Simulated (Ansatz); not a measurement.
What each rung costs, and what it gives

Saddle point of BNH₄SF₂, singlet (BNH₂F₂ ([NH2][B]([F])[F]) + H₂S → BHSF₂ ([F][B]([F])[SH]) + NH₃ (still joined by a long B–N bond); bonds formed: B1–S6, N2–H5; bonds broken: H5–S6; bonds weakened to dative contacts: B1–N2), PBE0-D4/def2-TZVP structure:

```
9
angstrom
B -0.6090 -0.3461 -0.4012
N 0.5065 0.6689 -0.6292
F -0.3104 -1.6158 -0.7139
F -1.8472 0.1011 -0.6494
H 0.4860 0.6313 0.7688
S -0.3466 -0.1513 1.8474
H 0.2180 1.5397 -1.0567
H 1.3379 0.3076 -1.0781
H 0.5646 -1.1354 1.9124
```

Barriers are electronic and count from the start structure reached by relaxing down the imaginary mode.

Program: Ansatz 0.2.0. Basis: as named in each row. Cores are frozen in the correlated methods. B3LYP uses VWN-RPA correlation. Extrapolation: Hartree–Fock as exp(−7.88 √X), correlation as X^−2.97.

Times are rough, for one single point on 4 threads of a shared host (Arm Neoverse V2).

The estimate by CCSD(T) at an estimated basis limit (MP2 extrapolated from triple and quadruple zeta, plus CCSD(T) − MP2 in triple zeta) is 1.270 eV.

```csv
method,basis,time (s),barrier (eV),method less estimate
HF,STO-3G,under 1,1.623,0.353
PBE-D4,STO-3G,under 1,0.189,-1.081
SPW92,def2-SVP,under 1,0.387,-0.882
B3LYP-D4,6-31G,under 1,1.110,-0.159
PBE-D4,def2-SVP,under 1,0.720,-0.550
PBE0-D4,def2-SVP,under 1,0.897,-0.372
SPW92,def2-TZVPP,under 1,0.590,-0.680
PBE-D4,def2-TZVPP,1,0.892,-0.378
BLYP-D4,def2-TZVPP,1,1.137,-0.133
B3LYP-D4,def2-TZVPP,1,1.250,-0.019
BHLYP-D4,def2-TZVPP,2,1.446,0.176
PBE0-D4,def2-TZVPP,2,1.047,-0.223
CAM-B3LYP-D4,def2-TZVPP,2,1.311,0.042
r2SCAN-D4,def2-TZVPP,2,1.000,-0.269
CCSD(T),def2-SVP,3,1.293,0.023
r2SCAN0-D4,def2-TZVPP,3,1.115,-0.154
RPA on PBE,def2-TZVPP,3,1.276,0.006
wB97M-V,def2-SVP,3,1.031,-0.239
B2PLYP,def2-TZVPP,3,1.298,0.029
PBE-QIDH,def2-TZVPP,3,1.160,-0.109
wB97X-V,def2-TZVPP,4,1.243,-0.026
B97M-V,def2-TZVPP,5,1.229,-0.041
wB97M-V,def2-TZVPP,6,1.223,-0.046
MP2,def2-QZVPP,12,1.185,-0.085
CCSD(T),def2-TZVPP,76,1.282,0.013
```

All methods are single points on the PBE0-D4 structures.

No T1 diagnostic of these runs exceeds 0.012.

Labels in which every atom is bracketed show which atoms are joined, not bond orders.
